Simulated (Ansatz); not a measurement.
C3H10Si, singlet, at the geometry of the source list; MP2/6-31G* (Ansatz, a quantum-chemistry and plane-wave program).

The Ansatz input:
Ansatz 0.2 input:
```yaml
crystal:
  periodic: [false, false, false]
  atoms:
    - {symbol: Si, position_ang: [0.06090000, 0.22490000, 0.46560000]}
    - {symbol: C, position_ang: [-0.93200000, 1.38420000, -0.67160000]}
    - {symbol: C, position_ang: [1.76960000, -0.11080000, -0.30300000]}
    - {symbol: C, position_ang: [-0.87690000, -1.41820000, 0.67490000]}
    - {symbol: H, position_ang: [0.23360000, 0.86220000, 1.78490000]}
    - {symbol: H, position_ang: [-1.08030000, 0.94810000, -1.65580000]}
    - {symbol: H, position_ang: [-1.91320000, 1.59710000, -0.25810000]}
    - {symbol: H, position_ang: [-0.42270000, 2.33340000, -0.80880000]}
    - {symbol: H, position_ang: [2.36230000, -0.76890000, 0.32530000]}
    - {symbol: H, position_ang: [1.68360000, -0.58130000, -1.27870000]}
    - {symbol: H, position_ang: [2.33130000, 0.80940000, -0.43310000]}
    - {symbol: H, position_ang: [-1.02380000, -1.91880000, -0.27830000]}
    - {symbol: H, position_ang: [-1.85700000, -1.25970000, 1.11460000]}
    - {symbol: H, position_ang: [-0.33550000, -2.10170000, 1.32220000]}
basis:
  gaussian:
    orbitals: 6-31G*
magnetization: {spin_polarized: false}
correlation: {method: mp2}
```

What the program printed (banner, timings and long lists left out):

```
Functional definition: HF
911 factors; integrals over basis functions are off by at most 7.1e-4 eV
mean field evaluation 1: about -11109.4822 eV, gradient 3.1e1 eV
mean field evaluation 2: about -11109.5282 eV, gradient 3.1e1 eV
mean field evaluation 4: about -11112.1879 eV, gradient 2.6e0 eV
mean field evaluation 8: about -11112.2149 eV, gradient 2.0e-4 eV
mean field -11112.21487447 eV, -408.3663645071 hartree, gradient 4.8e-6 eV, S^2 0.000000; 0 other end points of the search recorded, 0 dependent functions left out
8 core orbitals not correlated
reference -11112.21487447 eV, -408.3663645071 hartree; 13, 13 occupied and 63, 63 virtual orbitals, 911 factors
second order -12.95209408 eV of doubles, -0.00000000 eV of singles
Total energy: -11125.16696855 eV, -408.8423451853 hartree
```
